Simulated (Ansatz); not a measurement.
The cluster Cu3S2. Charge 0, multiplicity 2. Geometry r2SCAN-D4/def2-SVP.

```xyz
5

Cu    1.435    0.078   -0.951
Cu   -0.291   -1.638   -0.448
Cu   -0.426    0.581    0.520
S    -1.834   -0.995    0.890
S     1.116    1.975   -0.012
```

No other spin state of charge 0 was run. Another isomer (doublet) lies 1.35 eV lower at PBE0-D4/def2-TZVP; other spin states weren't run for this one.

Q: Estimate the α-spin orbital energies around the gap (eV) in Ansatz with PBE-D4/def2-SVP, r2SCAN-D4/def2-TZVP, B97M-V/def2-TZVP, PBE0-D4/def2-SVP, PBE0-D4/def2-TZVP.

A: 
| orbital | PBE-D4/def2-SVP | r2SCAN-D4/def2-TZVP | B97M-V/def2-TZVP | PBE0-D4/def2-SVP | PBE0-D4/def2-TZVP |
| --- | --- | --- | --- | --- | --- |
| HOMO−9 | -6.75 | -7.34 | -7.44 | -8.67 | -9.04 |
| HOMO−8 | -6.54 | -7.20 | -7.31 | -8.63 | -9.02 |
| HOMO−7 | -6.50 | -7.15 | -7.22 | -8.47 | -8.92 |
| HOMO−6 | -6.43 | -7.09 | -7.18 | -8.46 | -8.91 |
| HOMO−5 | -6.41 | -7.09 | -7.17 | -8.32 | -8.69 |
| HOMO−4 | -5.86 | -6.48 | -6.47 | -7.21 | -7.53 |
| HOMO−3 | -5.78 | -6.25 | -6.31 | -6.95 | -7.25 |
| HOMO−2 | -5.74 | -6.24 | -6.29 | -6.94 | -7.25 |
| HOMO−1 | -5.45 | -5.92 | -5.98 | -6.62 | -6.93 |
| HOMO | -5.24 | -5.84 | -5.84 | -6.58 | -6.88 |
| LUMO | -4.48 | -4.75 | -4.88 | -3.76 | -4.10 |
| LUMO+1 | -1.98 | -2.03 | -2.27 | -1.08 | -1.38 |
| LUMO+2 | -0.90 | -1.19 | -1.27 | -0.09 | -0.59 |
| LUMO+3 | -0.24 | -0.64 | -0.71 | 0.74 | 0.06 |
| LUMO+4 | -0.09 | -0.03 | -0.27 | 0.77 | 0.49 |
| LUMO+5 | 1.44 | 1.39 | 1.24 | 2.17 | 2.01 |
| β HOMO | -5.36 | -5.80 | -5.85 | -5.96 | -6.26 |
| β LUMO | -4.65 | -4.94 | -5.00 | -4.02 | -4.30 |
